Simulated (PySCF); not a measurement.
Level of theory: UPBE0 in PySCF with O def2-TZVP, Sr def2-TZVP with ECP28; scalar-relativistic core potentials, no spin–orbit coupling; density-fitted integrals.

```xyz
3
charge 0 multiplicity 3, angstrom
O     0.0000    0.0000    0.0000
Sr    0.0000    0.0000    2.1116
Sr    0.0000    0.0000   -2.1116
```

Sr2O (triplet), along the line from O1 (at 0) through Sr2 (at 2.112 Å). Core electrons replaced by a potential are absent, the electrostatic potential uses the reduced nuclear charge, and values within about 0.7 Å of such atoms have no physical meaning.

Tabulate the fields along this line at -0.63, -0.53, -0.42, -0.32, -0.21, -0.11, 0.11, 0.21, 0.32, 0.42, 0.53, 0.63, 0.74, 0.84, 0.95, 1.06, 1.16, 1.27, 1.37, 2.85, 2.96, 3.06, 3.17, 3.27, 3.38 Å.


| distance (Å) | electron density (e/Å³) | spin density (e/Å³) | electron localisation function | electrostatic potential (V) |
| --- | --- | --- | --- | --- |
| -0.63 | 1.82 | 0.0131 | 0.842 | 12.8 |
| -0.53 | 2.87 | 0.0217 | 0.861 | 24.5 |
| -0.42 | 4.43 | 0.0347 | 0.812 | 49.7 |
| -0.32 | 6.43 | 0.051 | 0.527 | 103 |
| -0.21 | 11.1 | 0.0607 | 0.116 | 230 |
| -0.11 | 95.3 | 0.0526 | 0.949 | 664 |
| 0.11 | 95.3 | 0.0526 | 0.949 | 664 |
| 0.21 | 11.1 | 0.0607 | 0.116 | 230 |
| 0.32 | 6.43 | 0.051 | 0.527 | 103 |
| 0.42 | 4.43 | 0.0347 | 0.812 | 49.7 |
| 0.53 | 2.87 | 0.0217 | 0.861 | 24.5 |
| 0.63 | 1.82 | 0.0131 | 0.842 | 12.8 |
| 0.74 | 1.17 | 0.0079 | 0.732 | 8.1 |
| 0.84 | 0.794 | 0.00498 | 0.461 | 7.23 |
| 0.95 | 0.626 | 0.00343 | 0.229 | 8.86 |
| 1.06 | 0.624 | 0.00259 | 0.195 | 12.5 |
| 1.16 | 0.793 | 0.00213 | 0.35 | 18.5 |
| 1.27 | 1.16 | 0.00199 | 0.641 | 27.6 |
| 1.37 | 1.75 | 0.00238 | 0.815 | 41.9 |
| 2.85 | 2 | 0.059 | 0.906 | 41.4 |
| 2.96 | 1.32 | 0.0294 | 0.89 | 27.8 |
| 3.06 | 0.826 | 0.0115 | 0.849 | 19.4 |
| 3.17 | 0.5 | 0.00334 | 0.77 | 14.2 |
| 3.27 | 0.299 | 0.00124 | 0.636 | 10.7 |
| 3.38 | 0.18 | 0.00229 | 0.452 | 8.33 |

On a grid of 0.11 Å the density has a local minimum along the bond near 1.06 Å from O, at 0.62 e/Å³, where the ELF is 0.20.
